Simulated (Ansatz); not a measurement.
Consider the formal exchange of groups at a Ge–O bond: `[OH][GeH]([F])[SH]` + CH₄ → `[CH3][GeH]([F])[SH]` + H₂O.

Program: Ansatz. Geometries: PBE0-D4/def2-TZVP. ΔE: electronic, gas phase. CCSD(T)/CBS adds triple-zeta CCSD(T) − MP2 to the extrapolated MP2 energy (def2 sets, frozen cores). This one scheme is used for every species. DFT in def2-TZVPP. B3LYP here is the variant with VWN-RPA as its local correlation; programs differ in this. For Ge outer-core shells are correlated without core-valence functions, which leaves a few kJ/mol of doubt a bond. Scalar relativity is left out up to krypton. Each species was taken in one conformer, which may not be the lowest.

(1) Is it downhill or uphill in electronic energy at CCSD(T)/CBS, and by how much? (Estimate.)

(2) What do these levels give: LDA (SPW92), B97M-V, B3LYP-D4, B2PLYP, PBE-QIDH, revPBE, r2SCANh, r2SCAN0, RPA@PBE/def2-TZVPP, HF/def2-SVP, CCSD(T)/def2-SVP, SCS-MP2/def2-QZVPP? (Best estimate.)

Largest T1 diagnostic among the species: 0.012.

Answers

(1) Computed: Uphill: ΔE = +43.1 kJ/mol.

(2) The calculation gave: LDA (SPW92) 45.4, B97M-V 57.8, B3LYP-D4 51.9, B2PLYP 54.3, PBE-QIDH 47.5, revPBE 48.8, r2SCANh 52.7, r2SCAN0 50.9, RPA@PBE/def2-TZVPP 48.1, HF/def2-SVP 60.3, CCSD(T)/def2-SVP 61.0, SCS-MP2/def2-QZVPP 49.6 kJ/mol.

In def2-TZVPP, CCSD(T) changes the Hartree–Fock value by −13.1 kJ/mol (the triples alone add −0.2 kJ/mol) and MP2 by −13.4 kJ/mol. At CCSD(T), def2-SVP lies +18.0 kJ/mol from the extrapolated value and def2-TZVPP +5.3 kJ/mol. From r2SCAN to r2SCAN0 (25 % exact exchange), in def2-TZVPP and without D4, ΔE moves by −3.2 kJ/mol.
